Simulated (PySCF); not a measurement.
Point-charge models of `FC/C=C/[SiH2]C[SiH3]` against its computed dipole.

Coordinates (GFN2-xTB, Å) and charges (e) from the PBE0/pcSseg-1 density (PySCF):

```json
{"atom": "F1", "x": "-3.460", "y": "-0.634", "z": "1.191", "Mulliken": "-0.3331", "IAO": "-0.3223", "Hirshfeld": "-0.1100", "ESP-fitted": "-0.2239"}
{"atom": "C2", "x": "-2.813", "y": "0.515", "z": "0.812", "Mulliken": "+0.2472", "IAO": "+0.0395", "Hirshfeld": "+0.0294", "ESP-fitted": "+0.0631"}
{"atom": "C3", "x": "-1.520", "y": "0.240", "z": "0.108", "Mulliken": "-0.2921", "IAO": "-0.1385", "Hirshfeld": "-0.0418", "ESP-fitted": "-0.0456"}
{"atom": "C4", "x": "-1.025", "y": "-0.962", "z": "-0.143", "Mulliken": "-0.3842", "IAO": "-0.4390", "Hirshfeld": "-0.1484", "ESP-fitted": "-0.3906"}
{"atom": "Si5", "x": "0.594", "y": "-1.309", "z": "-1.036", "Mulliken": "+0.7145", "IAO": "+0.7668", "Hirshfeld": "+0.3373", "ESP-fitted": "+0.4685"}
{"atom": "C6", "x": "1.722", "y": "0.221", "z": "-1.012", "Mulliken": "-0.8672", "IAO": "-0.8253", "Hirshfeld": "-0.2447", "ESP-fitted": "-0.4920"}
{"atom": "Si7", "x": "2.351", "y": "0.761", "z": "0.697", "Mulliken": "+0.4897", "IAO": "+0.6053", "Hirshfeld": "+0.3091", "ESP-fitted": "+0.4357"}
{"atom": "H8", "x": "-3.505", "y": "1.066", "z": "0.160", "Mulliken": "+0.1185", "IAO": "+0.1493", "Hirshfeld": "+0.0509", "ESP-fitted": "+0.0823"}
{"atom": "H9", "x": "-2.643", "y": "1.097", "z": "1.727", "Mulliken": "+0.1203", "IAO": "+0.1502", "Hirshfeld": "+0.0514", "ESP-fitted": "+0.0898"}
{"atom": "H10", "x": "-1.001", "y": "1.143", "z": "-0.184", "Mulliken": "+0.1077", "IAO": "+0.1380", "Hirshfeld": "+0.0464", "ESP-fitted": "+0.1094"}
{"atom": "H11", "x": "-1.605", "y": "-1.818", "z": "0.179", "Mulliken": "+0.1284", "IAO": "+0.1632", "Hirshfeld": "+0.0376", "ESP-fitted": "+0.1910"}
{"atom": "H12", "x": "1.260", "y": "-2.438", "z": "-0.375", "Mulliken": "-0.0797", "IAO": "-0.1277", "Hirshfeld": "-0.0804", "ESP-fitted": "-0.1041"}
{"atom": "H13", "x": "0.289", "y": "-1.680", "z": "-2.429", "Mulliken": "-0.0769", "IAO": "-0.1245", "Hirshfeld": "-0.0829", "ESP-fitted": "-0.1207"}
{"atom": "H14", "x": "2.584", "y": "0.018", "z": "-1.648", "Mulliken": "+0.1756", "IAO": "+0.1664", "Hirshfeld": "+0.0446", "ESP-fitted": "+0.1438"}
{"atom": "H15", "x": "1.201", "y": "1.057", "z": "-1.480", "Mulliken": "+0.1699", "IAO": "+0.1588", "Hirshfeld": "+0.0414", "ESP-fitted": "+0.1317"}
{"atom": "H16", "x": "3.161", "y": "1.977", "z": "0.555", "Mulliken": "-0.0835", "IAO": "-0.1196", "Hirshfeld": "-0.0817", "ESP-fitted": "-0.1213"}
{"atom": "H17", "x": "3.179", "y": "-0.296", "z": "1.280", "Mulliken": "-0.0749", "IAO": "-0.1183", "Hirshfeld": "-0.0770", "ESP-fitted": "-0.1038"}
{"atom": "H18", "x": "1.222", "y": "1.049", "z": "1.586", "Mulliken": "-0.0802", "IAO": "-0.1222", "Hirshfeld": "-0.0809", "ESP-fitted": "-0.1133"}
```

Problem. What dipole does each set of charges give (1 e·Å = 4.803 D), and what does the density give?

Solution. The full density gives (0.42, 1.82, -0.72) D, 2.00 D in size; dipole vectors point from the negative to the positive end.

| scheme | μx | μy | μz | size (D) | share of the full size (%) | angle to the full dipole (°) |
| --- | --- | --- | --- | --- | --- | --- |
| Mulliken | 1.27 | 1.49 | -0.28 | 1.98 | 99 | 29 |
| IAO | 1.55 | 2.09 | -0.60 | 2.67 | 133 | 24 |
| Hirshfeld | 0.17 | 1.00 | -0.28 | 1.05 | 53 | 7 |
| ESP-fitted | 0.44 | 1.84 | -0.70 | 2.02 | 101 | 1 |

Problem. Which set comes closest?

Solution. Length of the difference vector: ESP-fitted 0.04 D, Hirshfeld 0.96 D, Mulliken 1.01 D, IAO 1.16 D. Closest: ESP-fitted. The schemes that divide the density aren't constrained to reproduce the dipole.

Problem. What is left for the Hirshfeld atoms' own dipoles?

Solution. The shares of the density sum to the whole, so what Σ q r misses lies in dipoles about the nuclei. The atomic dipoles sum to (0.42, 1.82, -0.72) − (0.17, 1.00, -0.28) = (0.25, 0.82, -0.44) D, 0.96 D in size.

Problem. With the origin at the mean of the coordinates, (0.000, 0.000, -0.001) Å, which are the largest single terms, by size, of the Mulliken dipole along the direction of the full one?

Solution. C6 -3.88, F1 +2.79, Si5 -2.37, Si7 +2.21, C4 +1.92 D; all 18 atoms together +1.73 D. The single terms depend on the origin, their sum doesn't.

Problem. Give the size of the full dipole in other units.

Solution. 2.00 D = 0.787 au = 0.416 e·Å = 6.67 × 10⁻³⁰ C·m.

The structure is a single GFN2-xTB conformer in the gas phase; no vibrational or solvent corrections.

Conformer computed: `[F:1][CH2:2]/[CH:3]=[CH:4]/[SiH2:5][CH2:6][SiH3:7]`: F1–C2–C3–C4 0°, C3–C4–Si5–C6 20°, C4–Si5–C6–Si7 65°.
